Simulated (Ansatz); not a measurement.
(BeS)2 ring (Be₂S₂). The state is a singlet with charge 0. Geometry PBE0-D4/def2-TZVP, basis def2-TZVP, Ansatz.

```xyz
4

Be    0.969    0.082   -0.025
S     0.041   -0.913   -1.385
Be   -0.969   -0.082    0.025
S    -0.041    0.913    1.385
```

| run | HOMO (eV) | LUMO (eV) |
| --- | --- | --- |
| A | -5.79 | -3.56 |
| B | -6.87 | -2.80 |
| C | -6.02 | -3.16 |
| D | -5.92 | -3.77 |
| E | -6.48 | -3.16 |
| F | -8.88 | -1.25 |

HSE06 is defined as in plane-wave codes, on full-range PBE exchange.

Task: The runs used HSE06, LDA (SPW92), PBE, PBE0, r2SCAN, ωB97M-V. Estimate which is which.

Result: A PBE (0 % exact exchange); B PBE0 (25 % exact exchange); C r2SCAN (0 % exact exchange); D LDA (SPW92) (0 % exact exchange); E HSE06 (range-separated); F ωB97M-V (range-separated). Exact exchange lowers occupied and raises empty levels; among semilocal functionals meta-GGAs tend to open the gap a little, and such runs are hard to tell apart. The gap grows from 2.15 eV (LDA (SPW92)) to 7.63 eV (ωB97M-V).
